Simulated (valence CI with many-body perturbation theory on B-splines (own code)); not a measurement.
## Energy levels of Sn²⁸⁺

Computed by valence CI with perturbative core correlation (CI+MBPT): four valence electrons over a frozen Dirac-Fock core [Ar], a basis of 9 s, 9 p, 10 d, 8 f, 5 g, 3 h, 1 i functions for each j, with the one-electron correlation potential Σ1, the two-electron term Σ2, the three-electron term Σ3, Breit, model QED; selected CI, second order for the rest (own B-spline code, finite nucleus).

No measured spectrum was set against this ion. As an estimate, large intervals hold to a few tenths of a per cent, small ones and those within an open d or f shell to about a per cent. Core correlation moves these levels by up to 8500 cm⁻¹, and in measured spectra 5 to 20 % of such shifts remained as error; rates that hang on mixing are uncertain with them. Only levels of the ground parity were solved; by the run's estimate the other parity begins above the list, which can be wrong where configurations are misplaced.

Levels 1 to 34 of 34, with energies above the lowest level, (3d3/2^4) J=0. "Leading %" is the weight of the configuration and term that name the level; weights of strongly mixed levels are sums over their largest components and can fall short. In the jj column 3d3/2^4 stands for four electrons in 3d with j = 3/2. Lifetimes count E1, E2, E3, M1 and M2 decay at the calculated energies, and are blank where another channel may lead or the interval is too uncertain; long ones can be off by a factor of two.

| No. | Configuration | Term | J | E (eV) | Leading % | g | Lifetime | Leading jj |
| --- | --- | --- | --- | --- | --- | --- | --- | --- |
| 1 | 3d4 | 5D | 0 | 0.000 | 50 |  |  | 3d3/2^4 (87 %) |
| 2 | 3d4 | 5D | 1 | 5.702 | 78 | 1.495 | 293 μs | 3d3/2^3 3d5/2 (90 %) |
| 3 | 3d4 | 5D | 2 | 9.651 | 85 | 1.442 | 722 μs | 3d3/2^2 3d5/2^2 (50 %) |
| 4 | 3d4 | 5D | 3 | 12.128 | 75 | 1.398 | 3.45 ms | 3d3/2^2 3d5/2^2 (44 %) |
| 5 | 3d4 | 5D | 4 | 12.644 | 41 | 1.263 | 850 ms | 3d3/2^3 3d5/2 (73 %) |
| 6 | 3d4 | 5D | 0 | 17.862 | 47 |  | 32.4 μs | 3d3/2^2 3d5/2^2 (83 %) |
| 7 | 3d4 | 3H | 4 | 18.993 | 48 | 1.072 | 203 μs | 3d3/2^2 3d5/2^2 (67 %) |
| 8 | 3d4 | 3G | 3 | 21.703 | 60 | 0.938 | 111 μs | 3d3/2^2 3d5/2^2 (54 %) |
| 9 | 3d4 | 3F | 2 | 22.105 | 57 | 0.885 | 69.4 μs | 3d3/2^2 3d5/2^2 (59 %) |
| 10 | 3d4 | 3H | 5 | 23.198 | 73 | 1.074 | 309 μs | 3d3/2^2 3d5/2^2 (99 %) |
| 11 | 3d4 | 3P | 1 | 23.776 | 67 | 1.321 | 53.5 μs | 3d3/2^2 3d5/2^2 (74 %) |
| 12 | 3d4 | 3H | 6 | 24.815 | 66 | 1.106 | 41.2 ms | 3d3/2^2 3d5/2^2 (93 %) |
| 13 | 3d4 | 3G | 4 | 27.043 | 66 | 1.026 | 453 μs | 3d3/2^2 3d5/2^2 (88 %) |
| 14 | 3d4 | 3D | 2 | 27.802 | 45 | 1.204 | 328 μs | 3d3/2^2 3d5/2^2 (83 %) |
| 15 | 3d4 | 3D | 3 | 28.611 | 44 | 1.178 | 125 μs | 3d3/2^2 3d5/2^2 (72 %) |
| 16 | 3d4 | 3F | 4 | 29.829 | 42 | 1.156 | 49.5 μs | 3d3/2 3d5/2^3 (62 %) |
| 17 | 3d4 | 3F | 3 | 32.522 | 44 | 1.077 | 39.8 μs | 3d3/2 3d5/2^3 (82 %) |
| 18 | 3d4 | 3P | 2 | 33.252 | 35 | 1.109 | 40.0 μs | 3d3/2^2 3d5/2^2 (46 %) |
| 19 | 3d4 | 3G | 5 | 34.565 | 73 | 1.151 | 95.2 μs | 3d3/2 3d5/2^3 (99 %) |
| 20 | 3d4 | 3D | 1 | 35.529 | 80 | 0.699 | 29.1 μs | 3d3/2 3d5/2^3 (81 %) |
| 21 | 3d4 | 1I | 6 | 35.754 | 66 | 1.052 | 94.2 μs | 3d3/2 3d5/2^3 (93 %) |
| 22 | 3d4 | 3F | 4 | 38.907 | 51 | 1.112 |  | 3d3/2^2 3d5/2^2 (66 %) |
| 23 | 3d4 | 1S | 0 | 39.352 | 67 |  | 39.5 μs | 3d3/2 3d5/2^3 (82 %) |
| 24 | 3d4 | 3P | 2 | 39.974 | 52 | 1.236 | 51.9 μs | 3d3/2^2 3d5/2^2 (54 %) |
| 25 | 3d4 | 1F | 3 | 41.708 | 54 | 1.071 |  | 3d3/2 3d5/2^3 (86 %) |
| 26 | 3d4 | 3P | 2 | 43.112 | 51 | 1.146 | 58.5 μs | 3d3/2^2 3d5/2^2 (57 %) |
| 27 | 3d4 | 3F | 4 | 47.530 | 47 | 1.122 | 22.4 μs | 3d5/2^4 (68 %) |
| 28 | 3d4 | 3F | 3 | 49.052 | 74 | 1.064 |  | 3d3/2 3d5/2^3 (98 %) |
| 29 | 3d4 | 3F | 2 | 49.573 | 40 | 0.949 | 34.7 μs | 3d5/2^4 (49 %) |
| 30 | 3d4 | 3P | 1 | 49.648 | 96 | 1.470 | 35.0 μs | 3d3/2 3d5/2^3 (94 %) |
| 31 | 3d4 | 1G | 4 | 51.779 | 66 | 1.069 | 35.6 μs | 3d3/2 3d5/2^3 (82 %) |
| 32 | 3d4 | 3P | 0 | 51.792 | 76 |  |  | 3d3/2^2 3d5/2^2 (55 %) |
| 33 | 3d4 | 1D | 2 | 61.679 | 86 | 0.997 | 26.3 μs | 3d3/2 3d5/2^3 (44 %) |
| 34 | 3d4 | 1S | 0 | 75.858 | 87 |  | 12.5 μs | 3d5/2^4 (48 %) |

The ionisation energy to 3d3 4F_3/2 of the next ion comes out as 1595.9 eV (NIST: 1596 ± 4 eV (theoretical)). All 34 levels together are meant to be complete up to 78.891 eV.
